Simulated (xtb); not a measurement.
B(I)(OH)2 (BH2IO2), SMILES OB(O)I. All values are semi-empirical tight-binding results from xtb (GFN2-xTB unless named), good for trends rather than for accurate numbers. Coordinates come from a GFN2-xTB optimisation. One conformer was computed; it need not be the lowest.

Optimised geometry:

```xyz
6

B     -0.0002     1.3295     0.0000
I     -0.0038    -0.8073     0.0000
O     -1.1988     1.9110     0.0000
H     -1.2293     2.8681     0.0000
O      1.1301     2.0463     0.0000
H      1.9814     1.6106     0.0000
```

Computed properties:
```yaml
point_group_as_xtb_finds_it: Cs
orbital_gap: 6.08 eV
zero_point_energy: 20.3 kcal/mol
G − E(el) at 298.15 K (modified RRHO): 1.9 kcal/mol
static polarisability (D4 model): 56.6 bohr³
solvation energy, GFN2-xTB/ALPB(water): -9.8 kcal/mol
solvation energy, GFN2-xTB/ALPB(hexane): -4.3 kcal/mol
```

Computed atomic charges and the Wiberg bond orders between heavy atoms:
charges (e) B1 0.50, I2 -0.22, O3 -0.45, H4 0.32, O5 -0.48, H6 0.32. Bond orders B1–I2 0.93, B1–O3 1.24, B1–O5 1.21.
